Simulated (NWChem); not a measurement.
**Ionisation of isopropylamine (C3H9N)**

SMILES: CC(C)N
```xyz
13

C     -0.2892    -0.6442     1.2663
C      0.3542    -0.0724     0.0000
C     -0.2892    -0.6442    -1.2663
N      0.1888     1.3862     0.0000
H     -0.1963    -1.7484     1.3023
H     -1.3651    -0.3755     1.3038
H      0.1925    -0.2379     2.1807
H      1.4316    -0.3914     0.0000
H      0.1925    -0.2379    -2.1807
H     -1.3651    -0.3755    -1.3038
H     -0.1963    -1.7484    -1.3023
H      0.6649     1.7884    -0.8187
H      0.6649     1.7884     0.8187
```
Charge 0, spin multiplicity 1.

Program: NWChem. All single points use one geometry, from PBE/def2-SVP, a minimum by its harmonic frequencies. It is one conformer; others weren't searched.

Basis set: def2-TZVP. The species with one electron less has spin multiplicity 2 and keeps the geometry of the parent. Δ marks differences of total energies (open shells unrestricted; coupled cluster on restricted open-shell references). −ε marks an orbital energy of the parent. That orbital need not have the symmetry of the hole or added electron in the Δ rows.

The correlated methods keep 4 core orbitals frozen. B3LYP has NWChem's definition, with VWN1-RPA local correlation. No SCF solution was tested for a lower state.

Task: For the first vertical ionisation energy, G0W0@PBE0 gives 9.19 eV and ΔB3LYP gives 9.36 eV. What do −ε(HOMO) of M06-2X, G0W0@PBE, −ε(HOMO) of PBE give?

Result: −ε(HOMO) of M06-2X: 8.39 eV; G0W0@PBE: 8.80 eV; −ε(HOMO) of PBE: 5.43 eV.
